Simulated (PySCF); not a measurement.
SMILES [c]1cccnc1, doublet, PBE0/def2-SVP optimised geometry.

```
10

C     -0.65     1.17     0.00
C      0.73     1.22     0.00
C      1.38    -0.02     0.00
C      0.60    -1.18     0.00
N     -0.73    -1.18     0.00
C     -1.37     0.00     0.00
H      1.28     2.16     0.00
H      2.47    -0.08     0.00
H      1.08    -2.16     0.00
H     -2.47    -0.03     0.00
```

Density from unrestricted PBE0/def2-TZVP (PySCF 2.14.0) at that geometry.

Minimum of the electron density along straight lines between bonded atoms, close to the bond critical point (lines longer than 1.1 times the sum of covalent radii, or with two minima, are not listed):

```json
[
 {"bond": "C1–C2", "length / Å": "1.375", "ρ at the minimum / e bohr⁻³": "0.324", "∇²ρ there / e bohr⁻⁵": "-0.96", "position (fraction from the first atom)": "0.50"},
 {"bond": "C2–C3", "length / Å": "1.400", "ρ at the minimum / e bohr⁻³": "0.309", "∇²ρ there / e bohr⁻⁵": "-0.89", "position (fraction from the first atom)": "0.50"},
 {"bond": "C3–C4", "length / Å": "1.397", "ρ at the minimum / e bohr⁻³": "0.317", "∇²ρ there / e bohr⁻⁵": "-0.93", "position (fraction from the first atom)": "0.50"},
 {"bond": "C4–N5", "length / Å": "1.330", "ρ at the minimum / e bohr⁻³": "0.351", "∇²ρ there / e bohr⁻⁵": "-1.12", "position (fraction from the first atom)": "0.36"},
 {"bond": "C1–C6", "length / Å": "1.380", "ρ at the minimum / e bohr⁻³": "0.321", "∇²ρ there / e bohr⁻⁵": "-0.94", "position (fraction from the first atom)": "0.51"},
 {"bond": "N5–C6", "length / Å": "1.338", "ρ at the minimum / e bohr⁻³": "0.343", "∇²ρ there / e bohr⁻⁵": "-1.09", "position (fraction from the first atom)": "0.63"},
 {"bond": "C2–H7", "length / Å": "1.094", "ρ at the minimum / e bohr⁻³": "0.279", "∇²ρ there / e bohr⁻⁵": "-0.99", "position (fraction from the first atom)": "0.65"},
 {"bond": "C3–H8", "length / Å": "1.093", "ρ at the minimum / e bohr⁻³": "0.280", "∇²ρ there / e bohr⁻⁵": "-0.98", "position (fraction from the first atom)": "0.65"},
 {"bond": "C4–H9", "length / Å": "1.096", "ρ at the minimum / e bohr⁻³": "0.283", "∇²ρ there / e bohr⁻⁵": "-1.01", "position (fraction from the first atom)": "0.65"},
 {"bond": "C6–H10", "length / Å": "1.095", "ρ at the minimum / e bohr⁻³": "0.283", "∇²ρ there / e bohr⁻⁵": "-1.02", "position (fraction from the first atom)": "0.65"}
]
```
